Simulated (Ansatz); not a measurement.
Computed with Ansatz on PBE0-D4/def2-TZVP structures; ΔE is electronic, products minus reactants. CCSD(T)/CBS is the MP2 limit (def2-TZVPP, def2-QZVPP) plus CCSD(T) − MP2 in def2-TZVPP, frozen cores. Functionals use def2-TZVPP. B3LYP here is the variant with VWN-RPA as its local correlation; programs differ in this. One conformer a species, not always the lowest.

Consider the formal exchange of groups at the Si–N bond: `CN[SiH](F)OC` + `BC(C)F` → `B[SiH](F)OC` + `CNC(C)F`.

```tsv
level	ΔE (kJ/mol)	difference from CCSD(T)/CBS
r2SCAN-D4	112.3	-0.3
B3LYP-D4	113.5	0.9
ωB97X-V	106.8	-5.8
B2PLYP	112.2	-0.4
PBE	99.2	-13.4
PBE0	104.8	-7.8
B3LYP	109.5	-3.1
HF/def2-TZVPP	114.7	2.1
MP2/def2-TZVPP	116.5	3.9
SCS-MP2/def2-TZVPP	113.9	1.3
CCSD/def2-TZVPP	111.1	-1.5
CCSD(T)/def2-TZVPP	109.6	-3.0
HF/def2-QZVPP	115.9	3.3
MP2/def2-QZVPP	118.6	6.0
MP2/CBS(def2)	119.5	6.9
CCSD/CBS(def2)	114.2	1.6
CCSD(T)/CBS	112.6	0
```

Largest T1 diagnostic among the species: 0.012.

From PBE to PBE0 (25 % exact exchange), in def2-TZVPP and without D4, ΔE moves by +5.6 kJ/mol. The D4 term adds +4.1 kJ/mol with B3LYP and +2.3 kJ/mol with PBE0; it sums over pairs of atoms, weighted by their polarisabilities, and B3LYP, whose exchange is more repulsive, gets the larger term.
